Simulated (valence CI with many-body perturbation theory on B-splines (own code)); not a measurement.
The numbers below are computed, except where a source is named.
Level structure of Ta42+

Level of theory: valence CI with perturbative core correlation (CI+MBPT): three valence electrons over a frozen Dirac-Fock core [Ar] 3d10, a basis of 11 s, 11 p, 10 d, 8 f, 5 g, 2 h functions for each j, with the one-electron correlation potential Σ1, the two-electron term Σ2, the three-electron term Σ3, Breit, model QED; selected CI, second order for the rest, scaled by the run's own slope (own B-spline code, finite nucleus).

No measured spectrum was set against this ion. As an estimate, large intervals hold to a few tenths of a per cent, small ones and those within an open d or f shell to about a per cent.

Levels 136 to 180 of 193, with energies above the lowest level, (4s^2 4p1/2) J=1/2. "Leading %" is the weight of the configuration and term that name the level; weights of strongly mixed levels are sums over their largest components and can fall short. In the jj column 3d3/2^4 stands for four electrons in 3d with j = 3/2.

```
No.  Configuration  Term     J  E (× 10³ cm⁻¹)  Leading %      g  Second component                Leading jj
136          4p²4f   ²P°   3/2          5777.5         30  1.236    27 % 4p²4f ⁴D°  4p1/2 4p3/2 4f5/2 (38 %)
137          4p²4f   ²F°   7/2          5777.7         32  1.203    17 % 4p²4f ⁴F°  4p1/2 4p3/2 4f7/2 (36 %)
138          4p²4f   ²P°   1/2          5778.6         56  0.396    39 % 4p²4f ⁴D°  4p1/2 4p3/2 4f5/2 (94 %)
139          4p²4f   ²D°   5/2          5782.7         35  1.169    12 % 4p4d² ⁴D°  4p1/2 4p3/2 4f7/2 (44 %)
140          4p²4f   ²F°   5/2          5865.2         41  0.949    18 % 4p4d² ²F°  4p1/2 4p3/2 4f7/2 (62 %)
141          4p²4f   ²G°   9/2          5865.9         32  1.023    25 % 4p4d² ²H°  4p1/2 4p3/2 4f7/2 (35 %)
142          4p²4f   ²D°   3/2          5875.5         36  1.072    26 % 4p²4f ²P°  4p1/2 4p3/2 4f7/2 (59 %)
143          4p4d²   ²P°   1/2          5879.1         73  0.663    18 % 4p4d² ⁴D°      4p1/2 4d5/2^2 (93 %)
144          4p²4f   ²F°   7/2          5898.6         19  1.073    19 % 4p4d² ²F°  4p1/2 4p3/2 4f7/2 (29 %)
145         4s4d4f   ⁴H°   7/2          6088.3         76  0.726   15 % 4s4d4f ²G°     4s 4d3/2 4f5/2 (95 %)
146         4s4d4f   ⁴F°   5/2          6113.9         31  0.997   18 % 4s4d4f ²D°     4s 4d3/2 4f5/2 (71 %)
147         4s4d4f   ⁴H°   9/2          6116.9         59  0.996   16 % 4s4d4f ²H°     4s 4d3/2 4f5/2 (82 %)
148         4s4d4f   ²G°   7/2          6118.6         26  0.948    17 % 4p4d² ²G°     4s 4d3/2 4f5/2 (44 %)
149         4s4d4f   ⁴F°   3/2          6121.2         63  0.589   18 % 4s4d4f ²D°     4s 4d3/2 4f5/2 (82 %)
150         4s4d4f   ⁴F°   7/2          6159.1         48  1.125   17 % 4s4d4f ⁴G°     4s 4d3/2 4f7/2 (83 %)
151         4s4d4f   ⁴F°   9/2          6162.7         28  1.160   19 % 4s4d4f ⁴G°     4s 4d3/2 4f7/2 (82 %)
152         4s4d4f   ⁴H°  11/2          6180.5         74  1.142   11 % 4s4d4f ²H°     4s 4d3/2 4f7/2 (72 %)
153         4s4d4f   ⁴F°   5/2          6184.3         42  1.100   15 % 4s4d4f ⁴D°     4s 4d3/2 4f7/2 (66 %)
154         4s4d4f   ²P°   3/2          6186.7         18  1.163   11 % 4s4d4f ⁴D°     4s 4d3/2 4f5/2 (54 %)
155         4s4d4f   ⁴G°   5/2          6190.5         57  0.817   14 % 4s4d4f ²D°     4s 4d3/2 4f5/2 (78 %)
156          4p4d²   ⁴F°   3/2          6195.4         30  0.839    16 % 4p4d² ⁴D°      4p3/2 4d3/2^2 (84 %)
157         4s4d4f   ²H°   9/2          6200.3         31  1.046   18 % 4s4d4f ⁴H°     4s 4d3/2 4f7/2 (55 %)
158          4p4d²   ⁴D°   1/2          6203.6         49  0.360   18 % 4s4d4f ⁴D°      4p3/2 4d3/2^2 (63 %)
159         4s4d4f   ⁴D°   7/2          6206.3         20  1.131   20 % 4s4d4f ²G°     4s 4d3/2 4f7/2 (60 %)
160         4s4d4f   ⁴P°   5/2          6216.3         31  1.214   11 % 4s4d4f ⁴D°     4s 4d3/2 4f7/2 (61 %)
161         4s4d4f   ²D°   3/2          6239.6         28  1.156   19 % 4s4d4f ⁴D°     4s 4d3/2 4f7/2 (67 %)
162          4p4d²   ⁴G°   9/2          6240.3         22  1.104   18 % 4s4d4f ²G°  4p3/2 4d3/2 4d5/2 (43 %)
163          4p4d²   ⁴G°  11/2          6256.4         29  1.176    26 % 4p4d² ²H°  4p3/2 4d3/2 4d5/2 (48 %)
164         4s4d4f   ⁴D°   1/2          6257.0         49  0.313    26 % 4p4d² ⁴D°     4s 4d3/2 4f5/2 (55 %)
165          4p4d²   ⁴F°   5/2          6257.9         22  1.062   13 % 4s4d4f ²D°      4p3/2 4d3/2^2 (32 %)
166         4s4d4f   ⁴G°   7/2          6267.1         37  1.076    19 % 4p4d² ²F°     4s 4d5/2 4f5/2 (38 %)
167         4s4d4f   ²D°   5/2          6271.3         17  1.095   14 % 4s4d4f ²F°  4p3/2 4d3/2 4d5/2 (38 %)
168         4s4d4f   ²F°   7/2          6275.1         17  1.135   13 % 4s4d4f ⁴D°     4s 4d5/2 4f5/2 (50 %)
169         4s4d4f   ⁴H°  13/2          6282.3        100  1.227                      4s 4d5/2 4f7/2 (100 %)
170          4p4d²   ⁴F°   7/2          6296.7         41  1.141    15 % 4p4d² ⁴G°  4p3/2 4d3/2 4d5/2 (52 %)
171          4p4d²   ⁴D°   3/2          6298.2         32  1.152   13 % 4s4d4f ⁴P°  4p3/2 4d3/2 4d5/2 (46 %)
172         4s4d4f   ²H°  11/2          6300.8         34  1.162    16 % 4p4d² ²H°     4s 4d5/2 4f7/2 (57 %)
173          4p4d²   ²S°   1/2          6310.1         29  1.722   20 % 4s4d4f ⁴P°  4p3/2 4d3/2 4d5/2 (64 %)
174         4s4d4f   ⁴F°   9/2          6310.2         55  1.233   27 % 4s4d4f ²G°     4s 4d5/2 4f7/2 (89 %)
175         4s4d4f   ⁴D°   3/2          6314.2         31  1.348    17 % 4p4d² ⁴S°     4s 4d5/2 4f5/2 (40 %)
176         4s4d4f   ⁴P°   5/2          6326.6         27  1.264   10 % 4s4d4f ²F°     4s 4d5/2 4f5/2 (30 %)
177         4s4d4f   ²F°   7/2          6327.3         33  1.194   19 % 4s4d4f ⁴D°     4s 4d5/2 4f7/2 (60 %)
178         4s4d4f   ⁴D°   5/2          6340.9         19  1.222   18 % 4s4d4f ²D°     4s 4d5/2 4f5/2 (31 %)
179         4s4d4f   ²D°   3/2          6343.9         36  1.082    11 % 4p4d² ⁴S°     4s 4d5/2 4f5/2 (36 %)
180         4s4d4f   ⁴G°   9/2          6344.2         38  1.134    16 % 4p4d² ⁴G°  4p3/2 4d3/2 4d5/2 (42 %)
```

Where two levels of one J and parity lie close, their mixing, g and order are uncertain.
